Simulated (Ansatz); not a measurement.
`S[SiH]1C=C1`, charge 0, multiplicity 1.

Q: Give a relaxed structure at PBE0-D4/def2-TZVP (the Gaussian-basis code of Ansatz). (An estimate is asked.)

A: Ansatz gave: 
Z-matrix (Å, degrees):
```
Si
C 1 1.794
C 1 1.794 2 43.9
S 1 2.131 2 121.8 3 -104.5
H 1 1.480 2 123.6 3 105.5
H 2 1.084 1 157.3 3 176.0
H 3 1.084 1 157.3 2 -176.1
H 4 1.343 1 93.3 2 -154.0
```
Point group Cs.
